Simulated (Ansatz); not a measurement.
Input for Ansatz (an electronic-structure program): U-CCSD(T)/cc-pV(D+d)Z on F (SMILES [F]). The basis file is the Basis Set Exchange's JSON of that set.

Ansatz 0.2 input:
```yaml
crystal:
  periodic: [false, false, false]
  atoms:
    - {symbol: F, position_ang: [0.00000000, 0.00000000, 0.00000000]}
basis:
  gaussian:
    orbitals: cc-pV_D+d_Z.json
magnetization: {spin_polarized: true, initial_magnetization: 1}
correlation: {method: ccsd_t, electrons: outside_noble_gas}
scf: {omitted_lower_state_checks: [cluster_reference]}
```

Question: What total energy does the run end on?

Answer: -99.5276 hartree (reference determinant -99.3752, T1 diagnostic 0.003).
